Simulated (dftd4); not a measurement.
O2S, charge -1, doublet, at a GFN2-xTB geometry (a state made from the parent by changing its charge; the spin is typed, not shown lowest); D4 for pbe0 run with dftd4.

Here is a job for dftd4.
```
$ dftd4 mol.xyz --func pbe0 --charge -1 --json dftd4.json --noedisp --grad

# file mol.xyz
3

O     -1.24295900     0.47960799    -0.02685326
S     -0.02078318    -0.41688237     0.02148269
O      1.28452537     0.35415674    -0.01611211
```

Output, abridged:

```
                    ____  _____ _____     ____  _  _
      -------------|  _ \|  ___|_   _|---|  _ \| || |------------
     |             | | | | |_    | | ___ | | | | || |_           |
     |             | |_| |  _|   | ||___|| |_| |__   _|          |
     |             |____/|_|     |_|     |____/   |_|            |
     |             ===================================           |
     |            E. Caldeweyher, S. Ehlert & S. Grimme          |
     |          Mulliken Center for Theoretical Chemistry        |
     |                    University of Bonn                     |
      -----------------------------------------------------------

Rational (Becke-Johnson) damping: pbe0-D4-ATM
---------------------
  s6         1.0000
  s8         1.2007
  s9         1.0000
  a1         0.4009
  a2         5.0293
 alp        16.0000
--------------------

Dispersion energy:      -1.6149386318901E-03 Eh

Gradient norm:           7.8871299838526E-05 Eh/a0
--------------------------------------------------
     #    Z           dE/dx      dE/dy      dE/dz
--------------------------------------------------
     1    8 O    -4.613E-05  1.958E-05 -1.089E-06
     2   16 S    -1.720E-06 -3.450E-05  1.778E-06
     3    8 O     4.785E-05  1.492E-05 -6.892E-07
--------------------------------------------------

Virial:
--------------------------------------------------
      component           x          y          z
--------------------------------------------------
          x       2.245E-04 -8.429E-06  8.141E-07
          y      -8.429E-06  5.491E-05 -2.848E-06
          z       8.141E-07 -2.848E-06  1.484E-07
--------------------------------------------------

[Info] Dispersion results written to 'dftd4.txt'
[Info] JSON dump of results written to 'dftd4.json'
```
